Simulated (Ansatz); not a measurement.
Reaction (formal exchange of groups at the Si–C bond): `NC([TeH])[SiH2]F` + `[F][GeH2][Cl]` → `F[SiH2][GeH]([F])[Cl]` + `NC[TeH]`

Gas-phase electronic energies from Ansatz, PBE0-D4/def2-TZVP geometries. CBS: MP2 limit from def2 TZ/QZ plus the TZ coupled-cluster correction, frozen cores. DFT in def2-TZVPP. B3LYP here is the variant with VWN-RPA as its local correlation; programs differ in this. Elements past krypton have def2 core potentials. For Ge, Te outer-core shells are correlated without core-valence functions, which leaves a few kJ/mol of doubt a bond. Scalar relativity is left out up to krypton. One conformer a species, not always the lowest.

`NC([TeH])[SiH2]F`:

```xyz
11

N     0.837    1.357   -0.315
C    -0.014    0.529    0.449
Te   -2.201    0.529   -0.077
Si    0.334   -1.306    0.418
F     1.874   -1.606    0.753
H     0.952    1.049   -1.270
H     0.570    2.332   -0.311
H    -0.068    0.880    1.483
H    -1.882    0.041   -1.630
H    -0.488   -1.974    1.448
H     0.087   -1.831   -0.948
```

`[F][GeH2][Cl]`:

```xyz
5

F    -0.730   -1.247   -0.877
Ge   -0.052    0.126   -0.073
Cl    1.150   -0.639    1.514
H    -1.215    0.921    0.518
H     0.847    0.839   -1.083
```

`F[SiH2][GeH]([F])[Cl]`:

Cartesian coordinates in Å:
```
F 0.444 -1.959 -1.027
Si 0.691 -0.383 -0.990
Ge -0.517 0.521 0.873
F 0.175 -0.122 2.332
Cl -2.536 -0.199 0.816
H 2.141 -0.122 -0.834
H 0.174 0.219 -2.242
H -0.572 2.044 1.072
```

`NC[TeH]`:

Cartesian coordinates in Å:
```
N 0.069 1.240 -0.361
C -0.245 -0.161 -0.260
Te 1.522 -1.188 0.461
H 0.156 1.668 0.551
H -0.635 1.739 -0.891
H -0.468 -0.556 -1.250
H -1.056 -0.434 0.423
H 0.657 -2.309 1.326
```

**Question.** Is it downhill or uphill in electronic energy at CCSD(T)/CBS, and by how much? (Best estimate.)

**Answer.** Ansatz gave: Uphill: ΔE = +3.5 kcal/mol.

**Question.** What do these levels give: B3LYP-D4, ωB97X-V, ωB97M-V, B2PLYP, r2SCAN, B3LYP, MP2/def2-TZVPP, CCSD(T)/def2-TZVPP, MP2/def2-QZVPP, HF/CBS(def2), MP2/CBS(def2), CCSD/CBS(def2)? (An estimate is asked.)

**Answer.** Computed: B3LYP-D4 2.6, ωB97X-V 2.1, ωB97M-V 3.5, B2PLYP 2.8, r2SCAN 4.1, B3LYP 1.2, MP2/def2-TZVPP 5.4, CCSD(T)/def2-TZVPP 3.5, MP2/def2-QZVPP 5.4, HF/CBS(def2) -0.2, MP2/CBS(def2) 5.4, CCSD/CBS(def2) 2.4 kcal/mol.

Largest T1 diagnostic among the species: 0.012.

In def2-TZVPP, CCSD(T) changes the Hartree–Fock value by +3.7 kcal/mol (the triples alone add +1.0 kcal/mol) and MP2 by +5.6 kcal/mol. The D4 term adds +1.4 kcal/mol with B3LYP and +0.7 kcal/mol with PBE0; it sums over pairs of atoms, weighted by their polarisabilities, and B3LYP, whose exchange is more repulsive, gets the larger term.
